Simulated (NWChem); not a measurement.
# SnH$_{2}$O$_{2}$, singlet; SMILES [OH][Sn][OH]

```xyz
5

Sn     0.3784    -0.0275     0.0000
O     -1.0395    -1.4224     0.0000
H     -1.9151    -1.0099     0.0000
O     -1.0030     1.4290     0.0000
H     -0.6630     2.3310     0.0000
```
Atoms are numbered in this order, from 1.

Results from NWChem. Low-valent species are run as closed-shell singlets; no triplet was tried in these runs. Coordinates come from a PBE0/def2-SVP optimisation. def2 effective core potentials on Sn; no spin-orbit coupling. Ions are spin-unrestricted doublets at the neutral geometry; other ion states weren't tried. Functional: LC-ωPBE (HJS hole) with def2-SVP; rows give the range parameter ω in 1/bohr.

At which range parameter does −ε(HOMO) equal the ΔSCF ionisation energy (optimal tuning)?

about 0.40 per bohr, by linear interpolation in these runs:
```tsv
range parameter (1/bohr)	vertical ionisation energy, ΔSCF (eV)	−ε(HOMO) (eV)	ΔSCF minus −ε(HOMO) (eV)
0.10	9.40	7.52	1.88
0.35	9.75	9.60	0.15
0.40	9.82	9.82	0.00
0.50	9.92	10.16	-0.24
0.60	9.99	10.39	-0.40
```
